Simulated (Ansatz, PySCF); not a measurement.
B(CF3)(H)(OH) (CH2BF3O), SMILES OBC(F)(F)F. Atoms are numbered in the order given.

```xyz
8

B      0.7475     1.0671     0.0000
C      0.0457    -0.3841     0.0000
F      0.3778    -1.1045    -1.0876
F      0.3778    -1.1045     1.0876
F     -1.3123    -0.2702     0.0000
H      1.9435     1.1725     0.0000
O     -0.0248     2.1569     0.0000
H     -0.9731     1.9477     0.0000
```
Charge 0, spin multiplicity 1.

The structure is a stationary point at B3LYP-D3(BJ)/def2-SVP. Other conformers were not sampled.

Two levels are set side by side: PBE-D3(BJ)/def2-SVP (Ansatz, a program for electronic structure) and B3LYP-D3(BJ)/def2-SVP (Ansatz). Each level has its own optimised geometry; the coordinates shown are those of the second. Frequencies come from the Hessian of PySCF at each geometry. Differences are taken from unrounded values.

```csv
quantity,B3LYP-D3(BJ)
mean bond length (Å),1.311
bond B1–C2 (Å),1.612
bond B1–O7 (Å),1.336
bond C2–F3 (Å),1.346
bond C2–F4 (Å),1.346
bond C2–F5 (Å),1.363
bond B1–H6 (Å),1.201
bond O7–H8 (Å),0.971
highest harmonic wavenumber (cm⁻¹),3770
mean harmonic wavenumber (cm⁻¹),1042
zero-point energy (kcal/mol),26.80
```

Question: What does PBE-D3(BJ) give, and how far is it from B3LYP-D3(BJ)? (Estimate from the structure and the level; the computed values follow.)

Answer: 
| quantity | PBE-D3(BJ) | PBE-D3(BJ) minus B3LYP-D3(BJ) |
|---|---|---|
| mean bond length (Å) | 1.320 | 0.009 |
| bond B1–C2 (Å) | 1.614 | 0.002 |
| bond B1–O7 (Å) | 1.345 | 0.009 |
| bond C2–F3 (Å) | 1.356 | 0.010 |
| bond C2–F4 (Å) | 1.356 | 0.010 |
| bond C2–F5 (Å) | 1.376 | 0.013 |
| bond B1–H6 (Å) | 1.211 | 0.011 |
| bond O7–H8 (Å) | 0.981 | 0.010 |
| highest harmonic wavenumber (cm⁻¹) | 3638 | -132 |
| mean harmonic wavenumber (cm⁻¹) | 1009 | -33 |
| zero-point energy (kcal/mol) | 25.95 | -0.85 |

GGA bonds tend to be longer and softer than those of functionals with exact exchange. Differences between two approximate levels are no errors against the true value.
